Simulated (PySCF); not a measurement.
# Electron correlation in Mn⁺ (manganese, charge +1)

[Ar] 3d6, high-spin 5D determinant (an excited configuration). All numbers are calculated (PySCF 2.14, no relativity, point nucleus, in aug-cc-pVDZ (7s6p4d2f, 59 functions)). Frozen: [Ar]; 6 electrons correlated.

```json
{"level": "CCSD", "correlation energy (mhartree)": "-117.58"}
{"level": "(T)", "correlation energy (mhartree)": "-2.62"}
{"level": "CCSD(T)", "correlation energy (mhartree)": "-120.20"}
```

Diagnostics: T1 = 0.014, D1 = 0.0269, largest double amplitude 0.035.

Cost of the coupled-cluster step: roughly 4 core-seconds, for 6 correlated electrons.

Iterations:

```
CC2 = 0
CCSD nocc = (np.int64(5), np.int64(1)), nmo = (50, 50)
frozen orbitals [[0, 1, 2, 3, 4, 5, 6, 7, 8], [0, 1, 2, 3, 4, 5, 6, 7, 8]]
max_cycle = 100
direct = 0
conv_tol = 1e-08
conv_tol_normt = 1e-06
diis_space = 8
diis_start_cycle = 0
Init t2, MP2 energy = -0.114627208999747
Init E_corr(UCCSD) = -0.114627209000453
cycle = 1  E_corr(UCCSD) = -0.115282804336094  dE = -0.000655595336  norm(t1,t2) = 0.0459417
cycle = 2  E_corr(UCCSD) = -0.117112178574282  dE = -0.00182937424  norm(t1,t2) = 0.0126577
cycle = 3  E_corr(UCCSD) = -0.117066422878279  dE = 4.5755696e-05  norm(t1,t2) = 0.00808462
cycle = 4  E_corr(UCCSD) = -0.11748591230952  dE = -0.000419489431  norm(t1,t2) = 0.00477697
cycle = 5  E_corr(UCCSD) = -0.117549086173227  dE = -6.31738637e-05  norm(t1,t2) = 0.00193041
cycle = 6  E_corr(UCCSD) = -0.117566367092547  dE = -1.72809193e-05  norm(t1,t2) = 0.000987309
cycle = 7  E_corr(UCCSD) = -0.117579518256939  dE = -1.31511644e-05  norm(t1,t2) = 0.000507042
cycle = 8  E_corr(UCCSD) = -0.117579611766397  dE = -9.35094581e-08  norm(t1,t2) = 0.000276293
cycle = 9  E_corr(UCCSD) = -0.117576680905678  dE = 2.93086072e-06  norm(t1,t2) = 0.000188899
cycle = 10  E_corr(UCCSD) = -0.117576690839873  dE = -9.9341949e-09  norm(t1,t2) = 0.000113502
cycle = 11  E_corr(UCCSD) = -0.11757763729206  dE = -9.46452187e-07  norm(t1,t2) = 6.10804e-05
cycle = 12  E_corr(UCCSD) = -0.117577790967381  dE = -1.53675321e-07  norm(t1,t2) = 3.04604e-05
cycle = 13  E_corr(UCCSD) = -0.117577769426227  dE = 2.15411541e-08  norm(t1,t2) = 1.50752e-05
cycle = 14  E_corr(UCCSD) = -0.117577707263435  dE = 6.21627916e-08  norm(t1,t2) = 1.0125e-05
cycle = 15  E_corr(UCCSD) = -0.117577747687402  dE = -4.04239662e-08  norm(t1,t2) = 7.1362e-06
cycle = 16  E_corr(UCCSD) = -0.117577826866322  dE = -7.91789203e-08  norm(t1,t2) = 5.12816e-06
cycle = 17  E_corr(UCCSD) = -0.117577850642825  dE = -2.37765027e-08  norm(t1,t2) = 3.0606e-06
cycle = 18  E_corr(UCCSD) = -0.117577868133575  dE = -1.74907503e-08  norm(t1,t2) = 1.81719e-06
cycle = 19  E_corr(UCCSD) = -0.117577861263126  dE = 6.87044865e-09  norm(t1,t2) = 1.05496e-06
cycle = 20  E_corr(UCCSD) = -0.117577857749575  dE = 3.51355081e-09  norm(t1,t2) = 7.08281e-07
UCCSD converged
E(UCCSD) = -1149.645941065209  E_corr = -0.1175778577495754
UCCSD(T) correction = -0.00262367989200831
```
